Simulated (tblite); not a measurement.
C5H15NP2.
Structure used (GFN2-xTB), in Å, numbered top down from 1:
```
atom  x, y, z in Å
C1     2.6162   -0.4512   -0.7225
C2     1.7056   -0.8642    0.4337
N3     0.5073   -0.0538    0.6115
C4     0.8241    1.2695    1.1309
P5    -0.5739   -0.0262   -0.7503
C6    -0.9741   -1.8346   -0.7908
C7    -2.1128    0.4781    0.1908
P8    -2.3771    2.3081   -0.0079
H9     3.4380   -1.1564   -0.8201
H10    2.0464   -0.4434   -1.6514
H11    3.0320    0.5403   -0.5629
H12    1.3892   -1.8986    0.2834
H13    2.2648   -0.8228    1.3745
H14    1.5131    1.8383    0.4995
H15   -0.0929    1.8490    1.2353
H16    1.2742    1.1539    2.1193
H17   -1.0879   -2.2212    0.2211
H18   -0.1981   -2.3863   -1.3171
H19   -1.9051   -1.9588   -1.3421
H20   -2.9652   -0.0614   -0.2278
H21   -1.9998    0.2232    1.2484
H22   -3.7503    2.2910    0.2397
H23   -2.5784    2.2545   -1.3851
```

Computed with GFN2-xTB (tblite): harmonic, unscaled wavenumbers at the GFN2-xTB geometry, gas phase. This tight-binding method is rough: wavenumbers can miss measured ones by several per cent, in bad cases by 10 to 20. Modes of hydrogen on phosphorus can be 10 to 20 % off. One conformer, not necessarily the lowest.

Harmonic wavenumbers (cm⁻¹): 42.0, 60.2, 74.3, 123.9, 134.0, 162.8, 186.2, 218.1, 240.2, 257.0, 264.3, 288.8, 344.6, 390.5, 497.8, 624.0, 649.9, 686.7, 723.1, 756.4, 818.2, 832.3, 852.8, 883.4, 894.5, 919.0, 1024.1, 1046.9, 1059.1, 1079.3, 1108.0, 1118.9, 1141.0, 1173.2, 1199.0, 1285.4, 1307.2, 1333.1, 1379.2, 1399.5, 1417.2, 1441.0, 1460.2, 1472.6, 1484.2, 1490.1, 1494.8, 1499.7, 2265.0, 2332.3, 2926.7, 2931.0, 2934.8, 2940.4, 2975.0, 2977.7, 2989.6, 3003.8, 3006.0, 3010.5, 3016.1, 3035.4, 3042.7.

A = 2227, B = 862.1, C = 707.1 MHz; mass 151.068 u (most abundant isotopes); point group C1, symmetry number 1.

Problem. Zero-point energy?

Solution. ½Σν̃ = 41863 cm⁻¹ = 119.69 kcal/mol.

Problem. Entropy at 298.15 K, 1 bar (ideal gas, RRHO, classical rotation)?

Solution. Translation 40.97, rotation 29.85, vibration 39.17: S = 110.0 cal/(mol K).

Problem. And Cp and H(298.15 K) − H(0)?

Solution. Cp = 45.98 cal/(mol K), of which vibrations give 38.03 (their classical limit is 63 R = 125.2); H(298.15 K) − H(0) = 8.41 kcal/mol without the zero-point energy, 6.04 from vibrations.

Problem. What must be added to the electronic energy to get the Gibbs energy at 298.15 K and 1 bar?

Solution. ZPE + [H(298.15 K) − H(0)] − T·S = 119.69 + 8.41 − 32.79 = 95.31 kcal/mol.

Problem. Which modes carry the vibrational entropy at 298.15 K?

Solution. 42.0 cm⁻¹: 5.16; 60.2 cm⁻¹: 4.45; 74.3 cm⁻¹: 4.04; 123.9 cm⁻¹: 3.04; 134.0 cm⁻¹: 2.89; 162.8 cm⁻¹: 2.52 cal/(mol K); the other 57 give 17.07 together.

Problem. How do the functions run with temperature in this model?

Solution. 
| T (K) | S (cal/(mol K)) | Cp (cal/(mol K)) | H − H(0) (kcal/mol) | G − H(0) (kcal/mol) | ln q(vib) |
| --- | --- | --- | --- | --- | --- |
| 150 | 84.8 | 29.4 | 2.84 | -9.88 | 4.26 |
| 250 | 102.4 | 40.4 | 6.33 | -19.27 | 7.85 |
| 400 | 125.1 | 57.4 | 13.68 | -36.37 | 12.94 |
| 600 | 152.1 | 75.7 | 27.10 | -64.15 | 19.36 |
| 900 | 186.5 | 94.0 | 52.77 | -115.10 | 28.30 |

q(vib) and H(0) count from the zero-point level.

Hindered rotation and anharmonicity are outside this model. Other conformers, if any are populated, would add a mixing term that is left out. The structure is chiral; the term R ln 2 for an equal mix with its mirror image is left out.
